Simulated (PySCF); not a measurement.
**Electron correlation in Cd⁺ (cadmium, charge +1)**

[Kr] 4d10 5s1, 2S determinant. All numbers are calculated (PySCF 2.14, a scalar-relativistic core potential, in def2-SVP with the def2 core potential (28 electrons)). Frozen: 4s2 4p6; 11 electrons correlated.

MP2 pair energies summed by pair of shells (mhartree):

| pair | energy | share (%) |
| --- | --- | --- |
| 4d-4d | -212.07 | 89.3 |
| 4d-5s | -25.36 | 10.7 |

Total MP2 correlation energy: -237.44 mhartree.

Same-spin part -92.84 and opposite-spin part -144.60 mhartree; SCS-MP2 scales them by 1/3 and 6/5 to -204.47 mhartree.

```csv
level,correlation energy (mhartree)
CCSD,-229.24
(T),-2.91
CCSD(T),-232.15
```

Diagnostics: T1 = 0.0055, D1 = 0.0240, largest double amplitude 0.021.

Q: Is a single reference adequate?

A: Yes, within this model without spin-orbit coupling: T1 lies below 0.03 and no double amplitude reaches 0.07.
